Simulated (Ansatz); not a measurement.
## Which isomer of CH2PZn gives these data?

These gas-phase data were calculated for one isomer of CH2PZn at B3LYP/6-31G* (harmonic, unscaled wavenumbers; equilibrium rotational constants with average atomic masses):

```
rotational constants            : 17.6, 2.984, 2.551 GHz
all wavenumbers above 1500 cm⁻¹ : 3184, 3113
```

Candidates:

(1) the doublet with the links of `C=[P][Zn]`
(2) the doublet with the links of `[H]/P=[CH]\[Zn]`

Q: Assign the data to one candidate and say why.

A: Candidate (1). No mode falls between 2250 and 2520 cm⁻¹, where the P–H stretch of (2) would stand.

The same quantities for all candidates:

```
     rotational constants (GHz)  wavenumbers above 1500 cm⁻¹  E above the lowest, B3LYP/6-31G* (kcal/mol)
(1)          17.6, 2.984, 2.551                   3184, 3113                                          0.0
(2)          38.51, 2.26, 2.134                   3149, 2288                                          9.3
```

Each candidate is one conformer. Open shells are spin-unrestricted. Programs: Ansatz 0.2.0.
